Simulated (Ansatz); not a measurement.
CH6OSSi2 (`O[SiH]1CS[SiH2]1`), charge 0, multiplicity 1.

Give a relaxed structure at PBE0-D4/def2-TZVP (the Gaussian-basis code of Ansatz). (An estimate is asked.)

Ansatz gave: 
Z-matrix (Å, degrees):
```
Si
C 1 1.893
O 1 1.648 2 112.2
Si 1 2.332 2 84.0 3 -113.2
H 1 1.486 2 116.5 3 120.4
S 2 1.843 1 99.3 3 90.7
H 2 1.092 1 114.6 3 -25.8
H 2 1.092 1 114.3 3 -152.1
H 3 0.959 1 116.5 2 -55.5
H 4 1.488 1 121.9 2 128.5
H 4 1.490 1 119.5 2 -91.5
```
This is one stationary point; other conformers may exist.
